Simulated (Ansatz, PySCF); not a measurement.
Cl2FH3Si2, SMILES F[SiH2][SiH](Cl)Cl. Atoms are numbered in the order given.

```xyz
8

Si     1.8216     0.1171    -0.2324
F      2.6743    -0.7175     0.8819
Si    -0.4250     0.2134     0.4187
Cl    -1.3563     1.3281    -1.0722
Cl    -1.2019    -1.7098     0.4587
H      1.9091    -0.5886    -1.5383
H      2.3933     1.4871    -0.3355
H     -0.7173     0.8532     1.7251
```
Charge 0, spin multiplicity 1.

Coordinates come from a B3LYP-D3(BJ)/def2-SVP optimisation. This is a generated structure with no PubChem entry under its InChIKey; it may be hypothetical. One conformer was computed; it need not be the lowest.

Two levels are set side by side: PBE-D3(BJ)/def2-SVP (Ansatz, a quantum-chemistry and plane-wave program) and B3LYP-D3(BJ)/def2-SVP (Ansatz). Each level has its own optimised geometry; the coordinates shown are those of the second. Frequencies come from the Hessian of PySCF at each geometry. Differences are taken from unrounded values.

| quantity | B3LYP-D3(BJ) |
|---|---|
| mean bond length (Å) | 1.798 |
| bond Si1–F2 (Å) | 1.633 |
| bond Si1–Si3 (Å) | 2.341 |
| bond Si3–Cl4 (Å) | 2.081 |
| bond Si3–Cl5 (Å) | 2.075 |
| bond Si1–H6 (Å) | 1.487 |
| bond Si1–H7 (Å) | 1.488 |
| bond Si3–H8 (Å) | 1.484 |
| highest harmonic wavenumber (cm⁻¹) | 2253 |
| mean harmonic wavenumber (cm⁻¹) | 801 |
| zero-point energy (kcal/mol) | 20.62 |

What does PBE-D3(BJ) give, and how far is it from B3LYP-D3(BJ)? (The exact figures need the calculation; the answer reports its results.)


```tsv
quantity	PBE-D3(BJ)	PBE-D3(BJ) minus B3LYP-D3(BJ)
mean bond length (Å)	1.808	0.010
bond Si1–F2 (Å)	1.644	0.011
bond Si1–Si3 (Å)	2.347	0.006
bond Si3–Cl4 (Å)	2.086	0.005
bond Si3–Cl5 (Å)	2.079	0.004
bond Si1–H6 (Å)	1.501	0.014
bond Si1–H7 (Å)	1.502	0.014
bond Si3–H8 (Å)	1.499	0.015
highest harmonic wavenumber (cm⁻¹)	2188	-65
mean harmonic wavenumber (cm⁻¹)	774	-27
zero-point energy (kcal/mol)	19.93	-0.70
```

GGA bonds tend to be longer and softer than those of functionals with exact exchange. Differences between two approximate levels are no errors against the true value.
